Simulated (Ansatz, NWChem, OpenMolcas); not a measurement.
**Worked example: SnH3(NH2) + SiH3(InH2) → SiH3(SnH3) + InH2(NH2)**

Species: SnH3(NH2), singlet; SiH3(InH2), singlet; SiH3(SnH3), singlet; InH2(NH2), singlet. The partners trade NH2 for SiH3: Sn–NH2 and In–SiH3 bonds give way to Sn–SiH3 and In–NH2.

Shapes, held fixed at every level: PBE0-D4/def2-TZVP. Programs: Ansatz 0.2.0, NWChem 7.3.0, OpenMolcas 26.06. A level may come from different programs for different species; with the same settings they agree closely. Electronic energies: no zero-point or thermal term.

At CCSD(T)/def2-TZVPP; 1 Eh = 2625.50 kJ/mol:

```
   species  energy (Eh)
 SnH3(NH2)  -271.311971
SiH3(InH2)  -481.504838
SiH3(SnH3)  -506.285385
 InH2(NH2)  -246.543445
```

**Question.** Work out ΔE of the reaction at this level.

**Answer.** 
1. Products less reactants: (-506.285385) + (-246.543445) − [(-271.311971) + (-481.504838)] = -0.012021 Eh = -31.6 kJ/mol.

Other levels give -33.5 (PBE0/def2-SVP) to -25.6 kJ/mol (HF/def2-SVP). No measured value is set beside it here. For atoms past krypton def2 sets carry core potentials with scalar relativity. Outer-core shells of In, Sn are correlated in most correlated rows, in sets that cover them unevenly.
